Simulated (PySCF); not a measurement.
C₃H₇O₂, SMILES [C](CO)(C)O, multiplicity 2. Geometry optimised at B3LYP-D3(BJ)/def2-SVP. The isomer is the one that the SMILES or the coordinates give; other isomers of the formula were not compared. Other conformers were not sampled.

Computed with B3LYP-D3(BJ)/def2-SVP run with PySCF 2.14.0.

Harmonic wavenumbers (cm⁻¹): 89, 139, 190, 329, 394, 426, 436, 589, 805, 942, 998, 1002, 1032, 1137, 1180, 1313, 1351, 1359, 1405, 1423, 1443, 1463, 1471, 2935, 2971, 3073, 3094, 3127, 3790, 3801. Rotational constants (GHz): 7.100, 3.945, 3.084; symmetry number 1.

Work out the zero-point energy and the ideal-gas rigid-rotor harmonic-oscillator thermochemistry at 298.15 K and 1 atm.

ZPE = ½ Σ hcν = ½ × 43708 cm⁻¹ = 62.48 kcal/mol. H − E(el) = 67.21 kcal/mol. Entropy in cal/(mol K): translation 38.86, rotation 25.72, vibration 14.00, spin 1.38, total 79.97. G − E(el) = 43.37 kcal/mol. Cp = 24.14 cal/(mol K). Modes under 150 cm⁻¹ make the vibrational entropy uncertain.
